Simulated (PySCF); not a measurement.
# Spinor energies of Ce⁴¹⁺ (cerium, charge +41)

Start: [Ne] 3s2 3p5; 3p1/2 filled at m_j = +1/2; 3p3/2 filled at m_j = -3/2, -1/2, +1/2, +3/2. Calculated with PySCF 2.14 in an uncontracted even-tempered set (18 s from 8.9 bohr⁻², ratio 2.4; 14 p from 12 bohr⁻², ratio 2.4; 4 d from 44 bohr⁻², ratio 2.6; 4 f from 67 bohr⁻², ratio 2.6): generalised Hartree-Fock with the X2C-1e Hamiltonian and a Gaussian nucleus; one run each with spin-orbit coupling (SO) screened by Boettger's factors, then bare. This is a chosen level, not necessarily the ground level.

```
spinor shell  electrons  ε, screened SO (eV)  ε, bare SO (eV)  weight of nominal j (bare SO)  rms radius, bare SO (bohr)
       1s1/2          2             -43096.4         -43096.1                          1.000                      0.0280
       2s1/2          2              -8979.2          -8979.2                          1.000                       0.112
       2p1/2          2              -8613.9          -8626.6                          1.000                      0.0963
       2p3/2          4              -8159.8          -8155.0                          1.000                       0.102
       3s1/2          2              -3435.0          -3435.0                          1.000                       0.273
       3p1/2          1              -3299.9          -3303.0                          1.000                       0.261
       3p3/2          4              -3181.4          -3180.2                          1.000                       0.271
```

```json
{"quantity": "E (hartree)", "screened SO": "-7405.18924", "bare SO": "-7405.36749"}
{"quantity": "M_J", "screened SO": "1/2", "bare SO": "1/2"}
{"quantity": "⟨J²⟩", "screened SO": "0.751", "bare SO": "0.751"}
{"quantity": "⟨L²⟩", "screened SO": "2.015", "bare SO": "2.016"}
{"quantity": "⟨S²⟩", "screened SO": "0.764", "bare SO": "0.765"}
```

Each row is a mean over spinors that exchange with the open shell spreads, by up to 14.263 eV (2p1/2).

Breit and QED terms are absent; they matter most for the inner s and p1/2 levels.

Densities and radii are taken from the X2C orbitals without a picture-change correction, which distorts them close to the nucleus.
